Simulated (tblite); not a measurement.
All values are computed: GFN2-xTB (tblite) harmonic vibrations without scaling, gas phase. This tight-binding method is rough: wavenumbers can miss measured ones by several per cent, in bad cases by 10 to 20. Modes of hydrogen on silicon can be 10 to 20 % off. One conformer each. Thermal functions are those of the rigid rotor and harmonic oscillator, without mixing of conformers.

**Question.** Order these by their ideal-gas entropy at 200 K and 1 bar, highest first (J/(mol K)).
A. `C=CC[Si@@H](Cl)SC`
B. `Cl[SiH]1CCSCC1`
C. `CC(C=O)(C=O)CC[SiH3]`
D. `CC[C@@H]1C[C@@]1([SiH3])OC=O`
E. `CCO[C@@H]1C[C@]1([SiH3])C=O`

**Answer.** C (395.4), A (390.0), E (381.7), D (362.0), B (336.3).

```tsv
SMILES	atoms	mass (u)	symmetry number	modes under 300 cm⁻¹	ZPE (kJ/mol)	S translation (J/(mol K))	S rotation	S vibration	S	Cp
CC(C=O)(C=O)CC[SiH3]	21	144.06	1	11	422.7	162.5	121.2	111.7	395.4	142.9
C=CC[Si@@H](Cl)SC	16	151.99	1	9	309.1	163.2	120.4	106.3	390.0	124.4
CCO[C@@H]1C[C@]1([SiH3])C=O	21	144.06	1	9	425.4	162.5	120.0	99.2	381.7	136.3
CC[C@@H]1C[C@@]1([SiH3])OC=O	21	144.06	1	8	432.3	162.5	118.6	80.8	362.0	128.4
Cl[SiH]1CCSCC1	16	151.99	1	6	318.9	163.2	117.7	55.4	336.3	102.7
```

Entropies and Cp are for 200 K and 1 bar.
